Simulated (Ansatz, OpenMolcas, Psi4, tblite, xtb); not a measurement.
## How methods differ on CuF (fluorocopper)

The species is CuF (2 atoms), meant as a singlet with charge 0. As SMILES, `[F][Cu]`. The shape is that of a PBE0-D4/def2-TZVP optimisation.

```xyz
2

F     0.7510   -0.2689    0.3771
Cu   -0.7510    0.2689   -0.3771
```

Quantity: the atomisation enthalpy at 298 K, in kJ/mol. The values are calculated. The thermal term (zero-point and 298 K enthalpy, harmonic and unscaled) is that of PBE0-D4/def2-TZVP; the spin-orbit lowering of the free atoms at 298 K, 1.3 kJ/mol by their spectra, is taken off.

Problem. The value from experiment is 430 kJ/mol (NIST-JANAF tables). From what is known of these methods, estimate their order from the nearest to it to the farthest.
A. HF/def2-TZVPP (OpenMolcas)
B. GFN1-xTB (tblite)
C. TPSS/def2-TZVPP (OpenMolcas)
D. revPBE/def2-TZVPP (OpenMolcas)
E. SVWN5/def2-TZVPP (OpenMolcas)

Solution. C (404 kJ/mol, -26), D (390 kJ/mol, -40), E (491 kJ/mol, +61), B (542 kJ/mol, +112), A (215 kJ/mol, -215).

The xTB rows lack spin polarisation, so open shells miss the exchange term that lowers them.
